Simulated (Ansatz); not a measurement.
Input file for Ansatz (an electronic-structure program): R-CCSD(T)/def2-SVP on O3 (SMILES O=[O+][O-]).

Ansatz 0.2 input:
```yaml
crystal:
  periodic: [false, false, false]
  atoms:
    - {symbol: O, position_ang: [-0.00000000, 0.00000000, -0.42859659]}
    - {symbol: O, position_ang: [1.07614515, 0.00000000, 0.21429829]}
    - {symbol: O, position_ang: [-1.07614515, -0.00000000, 0.21429829]}
basis:
  gaussian:
    orbitals: def2-SVP
magnetization: {spin_polarized: false}
correlation: {method: ccsd_t, electrons: outside_noble_gas}
scf: {lower_state_search: off}
```

The log:

```
WARN ansatz: RAYON_NUM_THREADS=4 ignored (pool sized by the plan → 4); use --threads N
Functional definition: HF
these checks for a lower state are left out or cut short: stability, starts, cluster_reference, orbital_swaps, neighbouring_geometries, increment
integrals: 0.01 GiB planned
392 factors; integrals over basis functions are off by at most 4.9e-4 eV
mean field: 0.06 GiB planned
mean field evaluation 1: about -6092.8882 eV, gradient 5.0e1 eV
mean field evaluation 2: about -6092.8927 eV, gradient 5.0e1 eV
mean field evaluation 4: about -6097.0492 eV, gradient 3.3e0 eV
mean field evaluation 8: about -6097.0990 eV, gradient 1.9e-1 eV
mean field -6097.09933423 eV, -224.0642677706 hartree, gradient 2.5e-6 eV, S^2 0.000000; 0 other end points of the search recorded, 0 dependent functions left out
3 core orbitals not correlated
reference -6097.09933423 eV, -224.0642677706 hartree; 9, 9 occupied and 30, 30 virtual orbitals, 392 factors
second order -17.01526445 eV of doubles, -0.00000000 eV of singles
coupled cluster: 0.08 GiB planned
cycle   1  -15.51976497 eV  change     1.0e0 eV  update   1.3e-1
cycle   2  -16.22467883 eV  change   -7.0e-1 eV  update   5.4e-2
cycle   3  -16.45194160 eV  change   -2.3e-1 eV  update   2.8e-2
cycle   4  -16.44125000 eV  change    1.1e-2 eV  update   9.5e-3
cycle   5  -16.44914823 eV  change   -7.9e-3 eV  update   4.6e-3
cycle   6  -16.44832275 eV  change    8.3e-4 eV  update   9.5e-4
cycle   7  -16.44699165 eV  change    1.3e-3 eV  update   3.7e-4
cycle   8  -16.44699554 eV  change   -3.9e-6 eV  update   1.3e-4
cycle   9  -16.44696349 eV  change    3.2e-5 eV  update   4.8e-5
cycle  10  -16.44693047 eV  change    3.3e-5 eV  update   1.8e-5
cycle  11  -16.44696440 eV  change   -3.4e-5 eV  update   6.4e-6
cycle  12  -16.44695651 eV  change    7.9e-6 eV  update   2.3e-6
perturbative correction -0.85980392 eV, -0.0315972113 hartree
WARN: these amplitudes may be one of several solutions (largest doubles amplitude 0.21, level shift 1.16 eV)
Total energy: -6114.40609466 eV, -224.7002794854 hartree
Checks for a lower state left out: stability, starts, cluster_reference, orbital_swaps, neighbouring_geometries, increment
```

Self-consistency was reached.

Warnings raised: other roots.

Cost: very roughly 1.4 core-seconds.
